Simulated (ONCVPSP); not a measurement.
# Building the ONCV potential for copper (LDA (Perdew-Zunger), scalar-relativistic).

Cu, optimised norm-conserving Vanderbilt (ONCV), made with ONCVPSP 4.0.1 (LDA (Perdew-Zunger), scalar-relativistic). Core [Ar], reference 3d10 4s1. Waves: 4s: rc 2.00 bohr, ncon 4, nbas 7, qcut 3.6 1/bohr, 3 projectors, debl 1.2 Ha; p scattering state at 0.23 Ha: rc 2.10 bohr, ncon 4, nbas 7, qcut 3.2 1/bohr, 3 projectors, debl 2.6 Ha; 3d: rc 1.35 bohr, ncon 4, nbas 8, qcut 10 1/bohr, 2 projectors, debl 0.7 Ha. Local part: polynomial inside 1.10 bohr (lpopt 4, dvloc0 3 Ha). Core correction: Teter function, fcfact 2, rcfact 1.4.

Q: Does the generator finish with these settings?

A: Yes, a potential is produced and its reference levels are reproduced.

Q: Estimate the cutoffs (Ha) at which the residual kinetic energy of the hardest occupied pseudo-wave falls to 1 and 0.1 mHa per electron.

A: 47 Ha and 89 Ha.

Q: What does a ghost test show?

A: Ghosts flagged at negative energy: s at -107.4 eV; GHOST(+) flagged for p at 231.4 eV. A true bound ghost makes a file unfit for plane-wave use.

Q: Which valence shell sets the plane-wave cutoff?

A: 3d: 47 Ha for 1 mHa per electron, against 5 Ha for 4s.

Its largest configuration-test error is +27 meV (3d9 4s0). 1 of 4 tests not solved or not reliable.
